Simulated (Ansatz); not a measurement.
Ansatz (a quantum-chemistry and plane-wave program) input (CCSD(T)/aug-cc-pVDZ):

Ansatz 0.2 input:
```yaml
crystal:
  periodic: [false, false, false]
  atoms:
    - {symbol: C, position_ang: [1.69471601, 0.81198954, -0.43990892]}
    - {symbol: C, position_ang: [0.58048041, -0.12822384, -0.16416608]}
    - {symbol: C, position_ang: [-0.79685727, 0.49508857, -0.40654228]}
    - {symbol: C, position_ang: [-1.94293748, -0.49222832, -0.22290039]}
    - {symbol: O, position_ang: [0.69004681, -0.67964210, 1.15882672]}
    - {symbol: H, position_ang: [1.54617240, 1.70562340, -1.03044006]}
    - {symbol: H, position_ang: [2.69650168, 0.55702999, -0.12173048]}
    - {symbol: H, position_ang: [0.67368703, -1.01254635, -0.81147487]}
    - {symbol: H, position_ang: [-0.91649333, 1.34557838, 0.27367843]}
    - {symbol: H, position_ang: [-0.81108576, 0.90583910, -1.42089154]}
    - {symbol: H, position_ang: [-1.92736042, -0.92071019, 0.77917095]}
    - {symbol: H, position_ang: [-2.90831367, -0.00657581, -0.37398185]}
    - {symbol: H, position_ang: [-1.86742197, -1.31558855, -0.93730658]}
    - {symbol: H, position_ang: [0.78152974, 0.05873119, 1.77346839]}
basis:
  gaussian:
    orbitals: aug-cc-pVDZ
magnetization: {spin_polarized: true, initial_magnetization: 1}
correlation: {method: ccsd_t, electrons: outside_noble_gas}
output: {forces: true}
```

Output:

```
Functional definition: HF
integrals: 1.55 GiB planned
1926 factors; integrals over basis functions are off by at most 7.4e-4 eV
0.90 GiB of device memory are held for the factors and their scratch space
mean field: 1.07 GiB planned
mean field evaluation 1: about -6295.7902 eV, gradient 3.0e1 eV
mean field evaluation 2: about -6295.7906 eV, gradient 3.0e1 eV
mean field evaluation 4: about -6300.8282 eV, gradient 3.7e0 eV
mean field evaluation 8: about -6300.9408 eV, gradient 2.2e-1 eV
mean field evaluation 16: about -6300.9259 eV, gradient 1.2e0 eV
mean field -6300.94164404 eV, -231.5553344868 hartree, gradient 1.7e-6 eV, S^2 0.762690; 0 other end points of the search recorded, 0 dependent functions left out
5 core orbitals not correlated
reference -6300.94164404 eV, -231.5553344868 hartree; 16, 15 occupied and 175, 176 virtual orbitals, 1926 factors
densities: 12.71 GiB planned
second order -21.00033319 eV of doubles, -0.00000000 eV of singles
coupled cluster: 10.24 GiB planned
cycle   1  -21.97517915 eV  change   -9.7e-1 eV  update   1.0e-1
cycle   2  -22.52109036 eV  change   -5.5e-1 eV  update   3.0e-2
cycle   3  -22.65396479 eV  change   -1.3e-1 eV  update   1.6e-2
cycle   4  -22.65635129 eV  change   -2.4e-3 eV  update   5.0e-3
cycle   5  -22.65515939 eV  change    1.2e-3 eV  update   2.7e-3
cycle   6  -22.65564328 eV  change   -4.8e-4 eV  update   1.2e-3
cycle   7  -22.65558430 eV  change    5.9e-5 eV  update   6.0e-4
cycle   8  -22.65558439 eV  change   -8.7e-8 eV  update   2.9e-4
cycle   9  -22.65563570 eV  change   -5.1e-5 eV  update   1.4e-4
cycle  10  -22.65559917 eV  change    3.7e-5 eV  update   6.2e-5
cycle  11  -22.65559499 eV  change    4.2e-6 eV  update   2.6e-5
cycle  12  -22.65561209 eV  change   -1.7e-5 eV  update   1.2e-5
cycle  13  -22.65562016 eV  change   -8.1e-6 eV  update   5.2e-6
cycle  14  -22.65562451 eV  change   -4.3e-6 eV  update   2.5e-6
perturbative correction -0.72797185 eV, -0.0267524721 hartree
the calculation of the forces begins
0.90 GiB of device memory are held for the factors and their scratch space
Total energy: -6324.32524040 eV, -232.4146658031 hartree
Atom 0 at     1.694716     0.811990    -0.439909 Å, force     0.100334     0.143258     0.022375 eV/Å
Atom 1 at     0.580480    -0.128224    -0.164166 Å, force    -0.284656    -0.118423     0.025575 eV/Å
Atom 2 at    -0.796857     0.495089    -0.406542 Å, force     0.061718    -0.045883     0.039805 eV/Å
Atom 3 at    -1.942937    -0.492228    -0.222900 Å, force     0.070624     0.012006     0.004097 eV/Å
Atom 4 at     0.690047    -0.679642     1.158827 Å, force    -0.004922    -0.369045     0.276511 eV/Å
Atom 5 at     1.546172     1.705623    -1.030440 Å, force    -0.074422     0.436527    -0.294602 eV/Å
Atom 6 at     2.696502     0.557030    -0.121730 Å, force     0.485309    -0.116845     0.145456 eV/Å
Atom 7 at     0.673687    -1.012546    -0.811475 Å, force     0.032787    -0.341685    -0.240448 eV/Å
Atom 8 at    -0.916493     1.345578     0.273678 Å, force    -0.043862     0.362094     0.309771 eV/Å
Atom 9 at    -0.811086     0.905839    -1.420892 Å, force     0.004822     0.165373    -0.452642 eV/Å
Atom 10 at    -1.927360    -0.920710     0.779171 Å, force     0.007573    -0.181479     0.456575 eV/Å
Atom 11 at    -2.908314    -0.006576    -0.373982 Å, force    -0.419121     0.222239    -0.070150 eV/Å
Atom 12 at    -1.867422    -1.315589    -0.937307 Å, force     0.046524    -0.354820    -0.326838 eV/Å
Atom 13 at     0.781530     0.058731     1.773468 Å, force     0.017291     0.186683     0.104514 eV/Å
Dipole moment:    -0.022836     0.298758    -0.117347 e Å
```

It need not be the lowest isomer of its formula.
